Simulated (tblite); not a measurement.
C4H9NOSi.
Numbering: `[CH2:1]=[CH:2][CH2:3][NH:4][C:5](=[O:6])[SiH3:7]` (hydrogens: H8, H9 on C1; H10 on C2; H11, H12 on C3; H13 on N4; H14, H15, H16 on Si7)

Structure optimised with GFN2-xTB, isolated species.

What internal coordinates does the optimisation give?

```tsv
bond	length (pm)	order
C1=C2	132.0	double
C2–C3	149.6	single
C3–N4	145.1	single
N4–C5	135.1	single
C5=O6	122.0	double
C5–Si7	191.9	single
C1–H8	107.8	single
C1–H9	107.6	single
C2–H10	108.2	single
C3–H11, C3–H12	109.6	single
N4–H13	100.7	single
Si7–H14	146.9	single
Si7–H15, Si7–H16	145.9	single
```

Bonds in one row agree within 1 pm and their mean is given. Orders are formal, as drawn. A selection of angles:
```tsv
angle	degrees
C2–C1–H8	121.6
C2–C1–H9	122.1
H8–C1–H9	116.3
C1–C2–C3	124.2
C1–C2–H10	120.9
C3–C2–H10	114.9
C2–C3–N4	111.4
C2–C3–H11	110.5
N4–C3–H11	110.1
N4–C3–H12	105.4
H11–C3–H12	108.9
C3–N4–C5	123.3
C3–N4–H13	117.1
C5–N4–H13	119.5
N4–C5–O6	122.0
N4–C5–Si7	117.2
O6–C5–Si7	120.7
C5–Si7–H14	108.0
H14–Si7–H15	111.9
H14–Si7–H16	109.3
```

Dihedral angles: C1–C2–C3–N4 129° (anticlinal); C2–C3–N4–C5 122° (anticlinal); C3–N4–C5–O6 1° (synperiplanar). The mirror-image conformer, all signs reversed, is as good.

Si7 (SiH3 silicon) is tetrahedral (angles from 107.6° to 111.9°). The 2 C–C bonds span 1.320 Å (C1=C2, drawn double) to 1.496 Å (C2–C3, drawn single), a spread of 0.176 Å. Of the pairs four or more bonds apart, O6···H12 is among the closest relative to their van der Waals radii: 2.30 Å, 85 % of the sum of Bondi's values. N4 (nitrogen bound to a carbonyl carbon) is planar (angles 123.3°, 119.5° and 117.1°, sum 360.0°, 0.01 Å off the plane of its three neighbours). The 2 C–N bonds span 1.351 Å (N4–C5, drawn single) to 1.451 Å (C3–N4, drawn single), a spread of 0.100 Å.

Point group: C1 (no symmetry element, even within 0.4 Å). Its GFN2-xTB frequencies are all real (lowest 21 cm⁻¹). One conformer, not necessarily the lowest. 3 starts were optimised and ended at 0.00, 0.02 and 1.41 kcal/mol (GFN2-xTB); the lowest of these is shown.

These are computed values.
